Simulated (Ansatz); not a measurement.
BF3H2S, relaxed with RKS PBE-D4/def2-SVP in the Gaussian-basis code of Ansatz from a rough embedded geometry. The force threshold is 0.03 eV/Å; the program also tests the step.

The species carries charge 0 and has multiplicity 1. The bonds changed during the relaxation, so this is another structure than the one it started from.

Start:

```xyz
7

F    -1.575    0.518    1.011
B    -0.637   -0.305    0.205
F    -1.156   -0.500   -1.168
F    -0.490   -1.610    0.943
S     1.037    0.482    0.104
H     0.933    1.721   -0.519
H     1.890   -0.307   -0.576
```

| step | energy (eV) | largest force (eV/Å) | largest move (Å) |
| --- | --- | --- | --- |
| 1 | -19674.4946 | 6.610 | 0.000 |
| 2 | -19675.5097 | 2.947 | 0.193 |
| 3 | -19675.9064 | 1.381 | 0.087 |
| 4 | -19676.0768 | 0.784 | 0.107 |
| 5 | -19676.1411 | 0.301 | 0.102 |
| 6 | -19676.1519 | 0.484 | 0.087 |
| 7 (rejected) | -19676.1427 | 0.915 | 0.199 |
| 8 | -19676.1666 | 0.107 | 0.049 |
| 9 | -19676.1688 | 0.014 | 0.030 |

End:

```xyz
7

F    -1.611    0.469    0.953
B    -1.004   -0.500    0.269
F    -1.092   -0.506   -1.065
F    -0.617   -1.610    0.898
S     1.425    0.669    0.279
H     1.023    1.618   -0.611
H     1.875   -0.139   -0.722
```

It took 16 s on 2 threads of a server CPU on a shared host, with 0.36 GiB of host memory at the peak.
